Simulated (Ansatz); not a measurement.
Molecule: C4H11O, net charge 1, singlet state. It need not be the lowest isomer of its formula. 
Coordinates optimised at B3LYP-D3(BJ)/def2-TZVP (Ansatz, an electronic-structure program):
```xyz
16

C     -0.1594     1.5795     0.2441
C     -0.5863     0.1390     0.3007
C     -1.8214    -0.2180    -0.4791
O      0.5391    -0.7636    -0.3040
C      1.8825    -0.7715     0.3150
H      0.7469     1.7742     0.8153
H     -0.9550     2.1793     0.6900
H     -0.0291     1.9217    -0.7843
H     -0.6164    -0.2526     1.3156
H     -1.7560     0.1190    -1.5162
H     -2.0230    -1.2877    -0.4486
H     -2.6689     0.2974    -0.0248
H      2.3737     0.1812     0.1419
H      2.4174    -1.5973    -0.1438
H      1.7177    -0.9573     1.3709
H      0.5876    -0.6431    -1.2684
```
Charge +1, spin multiplicity 1.

Total electronic energies in hartree. Valence correlation only, unless marked. No spin-orbit coupling. Non-relativistic. Basis-set limits of correlation are two-point, X^-3; Hartree-Fock from the larger set. The bracket is a focal-point correction in the basis named.

```
level                                                     program  energy (Eh)
-------------------------------------------------  --------------  -----------
HF/cc-pVDZ                                                 Ansatz   -232.49282
HF/cc-pVQZ                                                 Ansatz   -232.57981
RI-HF/cc-pVTZ                                              Ansatz   -232.56401
r2SCAN-D4/def2-TZVPD                               Ansatz + dftd4          ___
PBE0-D4/def2-TZVP                                  Ansatz + dftd4          ___
CAM-B3LYP-D3(BJ)/def2-TZVPD                        Ansatz + dftd3          ___
B2GP-PLYP-D3(BJ)/def2-TZVPD                        Ansatz + dftd3   -233.82068
RI-MP2/CBS(cc-pVTZ,cc-pVQZ)+[CCSD(T)-MP2]/cc-pVDZ          Ansatz    -233.7142
CCSD(T)/CBS(cc-pVTZ,cc-pVQZ)                               Ansatz    -233.7032
```

### Question
Complete the blanks.

### Answer

- r2SCAN-D4/def2-TZVPD, energy (Eh): -233.93549
- PBE0-D4/def2-TZVP, energy (Eh): -233.79994
- CAM-B3LYP-D3(BJ)/def2-TZVPD, energy (Eh): -233.96205
